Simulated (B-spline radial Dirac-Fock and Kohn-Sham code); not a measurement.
Z = 18 (argon), transition energy 262 keV. The computed values come from an atomic code on a B-spline grid: a Dirac-Hartree-Slater potential of the neutral atom with a Latter tail (no hole, which puts coefficients of high multipoles low close above an edge), finite nucleus with surface currents. Subshells that would emit electrons below 1 keV are left out.

**Question.** A pure transition shows α(K) = 0.0226, L1/L2 = 32.8 and L1/L3 = 29.7. What is its multipolarity?
A. M3
B. M4
C. M2
D. E2
E. M1
F. E3
G. E1
H. E4

**Answer.** F. For comparison, α(K), L1/L2, L1/L3 are E1 0.000796, 194, 101; E2 0.00458, 78.3, 57.6; E4 0.106, 16.6, 16.5; M1 0.000789, 118, 194; M2 0.00383, 60.5, 119; M3 0.0181, 36.6, 49.8; M4 0.0851, 24.7, 24.5.
